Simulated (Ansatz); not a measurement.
A nudged elastic band was laid between two geometries of CH4BFO (8 atoms, charge 0, multiplicity 1).

These are results of RKS r2SCANh-D4/def2-SVP (Ansatz), not measurements.

```
movable images  : 5
climbing image  : from the first iteration
spring          : 5.0 eV/Å²
optimiser       : lbfgs
start path      : through a guess of the saddle point
force threshold : 0.05 eV/Å
iteration limit : 60
end points      : relaxed
```

Initial state:

```xyz
8
Properties=species:S:1:pos:R:3
O -1.242 0.750 -0.168
C 0.115 0.431 -0.014
B 0.367 -1.108 0.076
F -0.632 -1.964 0.004
H -1.327 1.706 -0.218
H 0.574 0.877 0.898
H 0.755 0.804 -0.846
H 1.484 -1.554 0.213
```

Final state:

```xyz
8
Properties=species:S:1:pos:R:3
O -0.974 1.172 -0.327
C 0.271 0.579 -0.054
B 0.295 -0.976 0.055
F -0.863 -1.627 0.028
H -1.661 0.569 -0.023
H 0.727 0.966 0.888
H 0.996 0.886 -0.831
H 1.301 -1.626 0.209
```

Question: Which bonds break or form, and what moves?

Answer: No bond is made or broken. The dihedral H5–O1–C2–H6 goes from 59 to -98°.

Question: Give the energies along the band, and the barrier.

Answer: It converged. The highest image is number 3 of 0 to 6, 0.076 eV above the first end and 0.112 eV above the last; the last end lies 0.036 eV below the first. Another band between the same ends (5 images) ends at a top of the same energy, where a vibrational analysis finds 1 clearly imaginary mode.

```tsv
image	path coordinate (Å)	energy (eV)	dihedral H5–O1–C2–H6 (°)
0	0.00	0.000	59
1	0.24	0.017	40
2	0.48	0.055	18
3	0.71	0.076	-6
4	1.11	0.034	-42
5	1.50	-0.018	-71
6	1.90	-0.036	-98
```

Question: What is the geometry of the highest image?

Answer: 
```xyz
8
Properties=species:S:1:pos:R:3
O -1.137 0.864 -0.473
C 0.168 0.458 -0.116
B 0.346 -1.083 0.091
F -0.689 -1.899 0.029
H -1.477 1.447 0.208
H 0.552 0.960 0.794
H 0.896 0.767 -0.898
H 1.433 -1.571 0.308
```

The run took 110 s on 1 thread of AMD EPYC 9R45 96-Core Processor (Zen 5), on a shared host, peak memory 0.18 GiB.
